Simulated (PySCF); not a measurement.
Geometry:
```tsv
atom	x (Å)	y (Å)	z (Å)
C1	2.755	0.793	-0.642
N2	1.652	-0.125	-0.490
C3	0.679	0.048	0.431
O4	0.657	0.989	1.197
C5	-0.371	-1.056	0.430
C6	-1.691	-0.558	1.014
C7	-2.336	0.499	0.134
Cl8	-2.756	-0.164	-1.471
H9	3.707	0.283	-0.483
H10	2.750	1.244	-1.636
H11	2.634	1.572	0.109
H12	1.617	-0.917	-1.111
H13	-0.528	-1.426	-0.584
H14	0.011	-1.876	1.042
H15	-2.375	-1.397	1.149
H16	-1.495	-0.100	1.985
H17	-1.654	1.331	-0.036
H18	-3.265	0.864	0.569
```

Geometry: GFN2-xTB; GIAO absolute shieldings from PySCF 2.14, gas phase, non-relativistic, averaged over equivalent atoms.

At BLYP/STO-3G (54 basis functions, 17 s wall time on 1 thread of an Arm Neoverse N1, shared host):
```
     atoms  σ (ppm)
        C3    128.7
        C7    182.2
        C5    198.4
        C1    198.5
        C6    200.5
        N2    229.7
        O4    -16.0
       Cl8    985.0
       H12    29.40
H9/H10/H11    30.62
   H17/H18    30.72
   H13/H14    31.19
   H15/H16    31.33
```

**Question.** Estimate the result of repeating the calculation with PBE0/pcSseg-1.

**Answer.** 
```tsv
atoms	σ at PBE0/pcSseg-1	change
C3	15.4	-113.3
C7	136.5	-45.7
C5	153.5	-44.9
C1	160.6	-37.9
C6	156.4	-44.1
N2	143.2	-86.5
O4	-52.3	-36.3
Cl8	892.9	-92.1
H12	27.14	-2.26
H9/H10/H11	28.56	-2.06
H17/H18	28.06	-2.66
H13/H14	29.39	-1.80
H15/H16	29.68	-1.65
```

The largest change is at C3 (amide carbonyl carbon). Cost: 193 basis functions, 58 s wall time on 1 thread of an Arm Neoverse N1, shared host. The order of the carbon signals changes between the two levels.

Carbons that carry Cl, above all several Cl atoms, come out too deshielded, partly because spin–orbit coupling is missing. The C=O carbon of an acid or of an amide with N–H lies up to 10 ppm further downfield in solution, through hydrogen bonding that the calculation lacks.
